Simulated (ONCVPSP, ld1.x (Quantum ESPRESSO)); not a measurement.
## Potentials for P compared

Generated with ld1.x 7.5 (TM, RRKJ, ultrasoft, PAW), atompaw 4.2 or ONCVPSP 4.0.1. The cutoff is in Ry: for ld1.x and atompaw files where the sum of valence levels is converged to 10 mRy in a Bessel basis, for ONCV files where the hardest occupied wave has 1 mHa per electron of residual kinetic energy. The error is the largest all-electron minus pseudo excitation energy over each file’s own four to seven test configurations (ionisations up to +4, promotions, holes and added fractions of an electron), all of which were solved. The labels leave out finer settings (local radius, basis sizes, second energies), which also bear on the numbers. Spin-polarised tests are not counted. The rows are a selection from randomly drawn settings: files with unsolved tests, undetermined cutoffs or missed reference levels are left out.

| potential | cutoff (Ry) | largest error (meV) | bound ghosts |
| --- | --- | --- | --- |
| ONCV, LDA (Perdew-Wang 92), non-relativistic, rc 0.80/0.85/0.80 (spd), local d, core correction yes, reference 2s2 2p6 3s2 3p2.5, qcut 16.9/20/10.1, projectors 2/3/0 | 268 | +4.8 | none |
| RRKJ, PBE, scalar-relativistic, rc 1.50/1.85/1.40 (spd), local s, core correction yes, reference 3s1 3p4 | 30 | +314 | none |
| TM, LDA (PZ), non-relativistic, rc 1.80/2.10 (sp), local smoothed, core correction no, reference 3s2 3p3 | 18 | +165 | none |
| ONCV, PBE, fully relativistic, rc 1.70/1.80/1.55 (spd), local smoothed, core correction no, reference 3s2 3p3, qcut 3.6/4.3/6.3, projectors 2/2/1 | 52 | +45 | none |

(1) Fill in the row for P: ultrasoft, PW91, scalar-relativistic, rc 1.30/2.10/2.00 (spd), local smoothed, core correction no, reference 3s2 3p2.

Results:

(1) cutoff 18 Ry, largest error +192 meV, bound ghosts: none.
